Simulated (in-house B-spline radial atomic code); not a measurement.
Inner levels of neodymium as electrons are removed. A shift is the extra binding of the orbital against the neutral atom ([Xe] 4f4 6s2). Computed with a radial B-spline atomic code at the basis-set limit: non-relativistic Hartree-Fock, average of the configuration, point nuclei.

This level leaves out relativity, spin-orbit splitting included, which matters for heavy ions.

```tsv
ion	configuration	shift of 2s (eV)	shift of 3s (eV)	shift of 1s (eV)	radius of 2s (bohr)	radius of 3s (bohr)	radius of 1s (bohr)	Σ<r²> (bohr²)	change of density at nucleus (bohr⁻³)
Nd42+	[Ne] 3s2 3p6	2402.45	2009.47	2493.16	0.10667	0.25815	0.025297	0.65713	203.18
Nd43+	[Ne] 3s2 3p5	2522.56	2094.28	2632.61	0.10654	0.25694	0.025294	0.5816	296.77
Nd44+	[Ne] 3s2 3p4	?	?	?	?	?	?	?	?
Nd45+	[Ne] 3s2 3p3	2766.51	2266.08	2916.79	0.10628	0.25454	0.025287	0.4358	488.83
Nd46+	[Ne] 3s2 3p2	2890.35	2353.07	3061.52	0.10615	0.25336	0.025284	0.36545	587.31
Nd47+	[Ne] 3s2 3p1	?	?	?	?	?	?	?	?
Nd48+	[Ne] 3s2	3141.74	2529.22	3356.26	0.10588	0.25104	0.025277	0.22956	789.16
```

**Question.** Fill in the row of Nd44+.

**Answer.** shift of 2s (eV): 2643.91; shift of 3s (eV): 2179.82; shift of 1s (eV): 2773.82; radius of 2s (bohr): 0.10641; radius of 3s (bohr): 0.25573; radius of 1s (bohr): 0.025291; Σ<r²> (bohr²): 0.50784; change of density at nucleus (bohr⁻³): 391.99.

**Question.** Fill in the row of Nd47+.

**Answer.** shift of 2s (eV): 3015.43; shift of 3s (eV): 2440.79; shift of 1s (eV): 3208.01; radius of 2s (bohr): 0.10601; radius of 3s (bohr): 0.25219; radius of 1s (bohr): 0.025281; Σ<r²> (bohr²): 0.29671; change of density at nucleus (bohr⁻³): 687.42.
